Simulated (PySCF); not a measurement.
Löwdin shares of the frontier orbitals

Species: Ge(SH)2H2.
Structure used (PBE0-D3(BJ)/def2-SVP), in Å, numbered top down from 1:
```xyz
7
GeH4S2 angstrom
Ge    -0.554    0.013   -0.385
S     -0.575   -0.034    1.840
H      0.222    1.050    1.964
S      1.528    0.013   -1.169
H      1.887   -1.101   -0.496
H     -1.171    1.300   -0.952
H     -1.336   -1.241   -0.802
```

Level of theory: TDDFT CAM-B3LYP/def2-SVPD, vertical, gas phase, core orbitals frozen in the response (PySCF 2.14.0, density-fitted response routines). Relativistic effects, spin–orbit coupling among them, are left out although an element past zinc is present.

Frontier orbitals with the atoms that hold most of them (Löwdin shares over 4%, at most four atoms; ? is withheld):

```
orbital  ε (eV)                           atoms
 HOMO-3  -11.35  Ge1 28%, S2 26%, S4 26%, H7 8%
 HOMO-2  -10.51         S4 35%, S2 35%, Ge1 18%
 HOMO-1   -9.08                               ?
   HOMO       ?                               ?
   LUMO    0.16  S2 28%, S4 28%, Ge1 23%, H6 9%
 LUMO+1    0.62  S4 26%, S2 26%, Ge1 25%, H5 8%
 LUMO+2    0.77  S2 26%, S4 26%, Ge1 21%, H7 8%
```

Which atoms hold the HOMO-1, and with what shares?

S2 (bonded to Ge and H) 39%; S4 (bonded to Ge and H) 39%; Ge1 (bonded to 2 S and 2 H) 12%. By element: sulfur 78%, germanium 12%.

Give the leading atoms of the HOMO.

S2 (bonded to Ge and H) 43%; S4 (bonded to Ge and H) 43%; Ge1 (bonded to 2 S and 2 H) 6%. By element: sulfur 85%, germanium 6%.

What is the HOMO energy, and the HOMO–LUMO gap?

ε(HOMO) = -8.68 eV; the gap is 8.84 eV (0.3249 hartree).

The HOMO–LUMO gap is 8.84 eV. Where does the response calculation put the lowest singlet, and from which orbitals?

S1 is at 5.44 eV (f = 0.020), 3.40 eV below the gap, made of HOMO→LUMO (85%). Without the coupling terms of the response equations the lowest excitation would equal the gap.

Give energy, strength and leading configuration of S1, S2 and S3, and follow the Löwdin shares of the leading atoms from the occupied to the empty orbital.

- S1 (5.44 eV, f 0.020), HOMO→LUMO (85%): S2 43% → 28%, S4 43% → 28%
- S2 (5.72 eV, f 0.0090), HOMO-1→LUMO (82%): S2 39% → 28%, S4 39% → 28%
- S3 (6.09 eV, f 0.050), HOMO→LUMO+1 (73%): S2 43% → 26%, S4 43% → 26%

Löwdin shares depend on the basis, the more so with diffuse functions.

On one thread of an x86-64 server, shared host, this took 14 s of wall time.

One conformer stands for the species.
